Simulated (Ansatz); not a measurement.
F2O2W (SMILES [O]=[W](=[O])([F])[F]) moved off its minimum; all values from Ansatz (a first-principles code), cores frozen in correlated methods. Elements past Kr take the def2 small-core potentials, without spin–orbit coupling.
(charge 0, multiplicity 1)
```xyz
5

W     -0.13238    -0.05470    -0.10792
O      1.40137    -0.35844    -0.86502
O      0.55472     0.00977     1.59680
F     -0.48623     1.68682    -0.46153
F     -1.28313    -1.17546    -0.23297
```

Forces at MP2/def2-TZVPPD (eV/Å):

| atom | Fx | Fy | Fz |
|---|---|---|---|
| W1 | 15.268 | 10.398 | 6.701 |
| O2 | -0.426 | -0.806 | -1.266 |
| O3 | -2.385 | -0.410 | -3.051 |
| F4 | -1.054 | 2.348 | -0.817 |
| F5 | -11.402 | -11.530 | -1.568 |

### Question
Give the forces (eV/Å), the total energy and the dipole at CCSD(T)/def2-TZVPPD.

### Answer

```tsv
atom	Fx	Fy	Fz
W1	16.488	10.248	6.941
O2	-1.566	-0.626	-0.947
O3	-2.870	-0.413	-3.711
F4	-1.040	1.840	-0.735
F5	-11.012	-11.050	-1.547
```
Energy -416.5067 hartree, dipole 4.16 D.
